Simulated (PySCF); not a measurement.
Geometry:
```csv
atom,x (Å),y (Å),z (Å)
C1,-3.394,3.521,-1.172
C2,-4.171,2.796,-2.259
C3,-5.073,1.678,-1.767
S4,-6.545,2.193,-0.883
O5,-7.335,1.018,-0.584
O6,-6.229,3.173,0.134
Cl7,-7.539,3.219,-2.432
H8,-2.791,2.815,-0.578
H9,-4.064,4.052,-0.484
H10,-2.705,4.253,-1.618
H11,-4.777,3.502,-2.850
H12,-3.474,2.329,-2.974
H13,-4.579,1.022,-1.030
H14,-5.471,1.049,-2.576
```

Geometry: PBE0-D3(BJ)/def2-SVP; GIAO shifts from PySCF 2.14, gas phase, non-relativistic, averaged over equivalent atoms.

At PBE0/aug-cc-pVDZ (232 basis functions, 37 s wall time on 1 thread of an Arm Neoverse V1, shared host):
```tsv
atoms	δ (ppm)
C3	70.6
C2	21.4
C1	12.4
S4	353.1
O5/O6	311.1
Cl7	586.0
H13/H14	3.51
H11/H12	2.18
H8/H9/H10	1.35
```

Referencing at the same level of theory: TMS for ¹³C (σ = 195.12 ppm) and ¹H (σ = 31.39 ppm); ³³S (σ = 557.74 ppm) vs CS2; ¹⁷O (σ = 335.91 ppm) vs H2O; ³⁵Cl (σ = 967.65 ppm) vs HCl.

**Question.** Estimate the result of repeating the calculation with PBE0/cc-pVTZ.

**Answer.** 
```json
{"atoms": "C3", "δ at PBE0/cc-pVTZ": "70.7", "change": "+0.1"}
{"atoms": "C2", "δ at PBE0/cc-pVTZ": "21.1", "change": "-0.3"}
{"atoms": "C1", "δ at PBE0/cc-pVTZ": "12.8", "change": "+0.4"}
{"atoms": "S4", "δ at PBE0/cc-pVTZ": "371.4", "change": "+18.3"}
{"atoms": "O5/O6", "δ at PBE0/cc-pVTZ": "325.2", "change": "+14.1"}
{"atoms": "Cl7", "δ at PBE0/cc-pVTZ": "574.8", "change": "-11.2"}
{"atoms": "H13/H14", "δ at PBE0/cc-pVTZ": "3.33", "change": "-0.18"}
{"atoms": "H11/H12", "δ at PBE0/cc-pVTZ": "2.05", "change": "-0.13"}
{"atoms": "H8/H9/H10", "δ at PBE0/cc-pVTZ": "1.27", "change": "-0.08"}
```

Chemical shifts δ = σref − σ; TMS for ¹³C (σref 187.29), ¹H (σref 31.29); ³³S (σref 524.82) against CS2; ¹⁷O (σref 334.84) vs H2O; HCl for ³⁵Cl (σref 952.42), all at this level.

The largest change is at S4 (sulfonyl sulfur). Cost: 316 basis functions, 57 s wall time on 1 thread of an Arm Neoverse V1, shared host. The order of the carbon signals is the same at both levels.

Unscaled 17O shifts of doubly bonded oxygen tend to come out too high, by tens of ppm or more. Experimental scales use liquid or dissolved standards, which lie at an offset from isolated H2O (liquid H2O: subtract about 36 ppm).
